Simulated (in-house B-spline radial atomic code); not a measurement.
Spin-orbit splittings of orbital energies (j = l + 1/2 less j = l - 1/2) and ratios of mean radii (lower j over upper j) along the 20-electron series, configuration [Ar] 3d2. Computed with an all-electron radial atomic-structure program (B-spline basis): Dirac-Hartree-Fock, average of the configuration, finite nuclei.

```
  ion   Z  splitting of 3p (eV)  radius ratio of 3p  splitting of 3d (eV)  radius ratio of 3d  splitting of 2p (eV)  radius ratio of 2p
 Ti2+  22               0.70831             0.99315              0.040797             0.99782                5.9043             0.99104
  V3+  23                0.9206             0.99286              0.072111             0.99787                7.2434             0.99022
 Cr4+  24                     ?                   ?                     ?                   ?                     ?                   ?
 Mn5+  25                     ?                   ?                     ?                   ?                     ?                   ?
 Fe6+  26                     ?                   ?                     ?                   ?                     ?                   ?
 Co7+  27                2.3062             0.99121               0.30062             0.99746                15.034             0.98657
 Ni8+  28                 2.818              0.9907               0.39248             0.99729                17.718             0.98556
 Cu9+  29                3.4102             0.99016               0.50204             0.99711                20.754             0.98451
Zn10+  30                4.0908              0.9896               0.63139             0.99691                24.172             0.98343
Ga11+  31                4.8683               0.989                0.7827             0.99669                28.004              0.9823
Ge12+  32                5.7515             0.98837               0.95826             0.99647                32.283             0.98114
As13+  33                6.7497             0.98772                1.1605             0.99623                37.046             0.97994
```

Fill in the row of Cr4+.

splitting of 3p (eV): 1.1809; radius ratio of 3p: 0.99251; splitting of 3d (eV): 0.11202; radius ratio of 3d: 0.99783; splitting of 2p (eV): 8.8014; radius ratio of 2p: 0.98936.

Fill in the row of Mn5+.

splitting of 3p (eV): 1.4945; radius ratio of 3p: 0.99212; splitting of 3d (eV): 0.16223; radius ratio of 3d: 0.99774; splitting of 2p (eV): 10.602; radius ratio of 2p: 0.98847.

Fill in the row of Fe6+.

splitting of 3p (eV): 1.8674; radius ratio of 3p: 0.99168; splitting of 3d (eV): 0.2245; radius ratio of 3d: 0.99761; splitting of 2p (eV): 12.671; radius ratio of 2p: 0.98754.

With what power of Z does the column «splitting of 2p (eV)» change over this range?

A fit of the logarithm of its size against log Z from Z = 22 to 33 has slope 4.53. An unscreened hydrogenic electron would give 4 at low Z; screening makes the apparent power larger near the neutral end, and relativity raises it again at high Z.
